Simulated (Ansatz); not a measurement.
Gas-phase electronic energies from Ansatz, PBE0-D4/def2-TZVP geometries. CCSD(T)/CBS is the MP2 limit (def2-TZVPP, def2-QZVPP) plus CCSD(T) − MP2 in def2-TZVPP, frozen cores. Functionals use def2-TZVPP. One conformer a species, not always the lowest.

Consider the isomerisation: `CBNC[SiH3]` → `CB(N)C[SiH3]`.

```json
{"level": "ωB97X-V", "ΔE (kcal/mol)": "-22.4"}
{"level": "SCS-MP2/def2-QZVPP", "ΔE (kcal/mol)": "-22.8"}
```

Task: What does CCSD(T)/CBS give? (Best estimate.)

Result: Ansatz gave: -23.2 kcal/mol. The listed levels differ from it by 0.8, 0.4 kcal/mol.

Largest T1 diagnostic among the species: 0.012.

In def2-TZVPP, CCSD(T) changes the Hartree–Fock value by −1.4 kcal/mol (the triples alone add −0.0 kcal/mol) and MP2 by −2.6 kcal/mol. The D4 term adds −0.9 kcal/mol with B3LYP and −0.5 kcal/mol with PBE0; it sums over pairs of atoms, weighted by their polarisabilities, and B3LYP, whose exchange is more repulsive, gets the larger term. From PBE to PBE0 (25 % exact exchange), in def2-TZVPP and without D4, ΔE moves by −1.0 kcal/mol.

B3LYP here is the variant with VWN-RPA as its local correlation; programs differ in this.
